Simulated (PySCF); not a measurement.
## Stationary points of CrO₂Br₂

All numbers come from PBE0/[Cr def2-SVP, O def2-SVP, Br def2-SVP], no relativity, density fitting, PySCF.

Relaxations began from a few typed shapes. The search is not exhaustive: other isomers or separated fragments can lie lower, and high-lying points may rest on an excited occupation.

```tsv
spin	group	bonds	angles	imaginary modes (cm⁻¹)	ΔE (kJ/mol)	ΔE with ZPE (kJ/mol)
singlet	C2v	Cr–Br 2.262 Å (×2), Cr–O 1.526 Å (×2)	Br–Cr–Br 111.5°, Br–Cr–O 109.0° (×4), O–Cr–O 109.1°	none	0.0	0.0
singlet	C2v	Cr–Br 2.465 Å (×2), Cr–O 1.534 Å (×2)	Br–Cr–Br 84.0°, Br–Cr–O 85.1° (×2), Br–Cr–O 169.2° (×2), O–Cr–O 105.7°	619i, 254i, 136i	365.6	–
```

The lowest minimum found is the singlet C2v: Cr–Br 2.262 Å (×2), Cr–O 1.526 Å (×2); Br–Cr–Br 111.5°, Br–Cr–O 109.0° (×4), O–Cr–O 109.1°.

Formally Cr is in oxidation state +6, d0. The polar-tensor charge on Cr, 1.58, is far below the formal one.
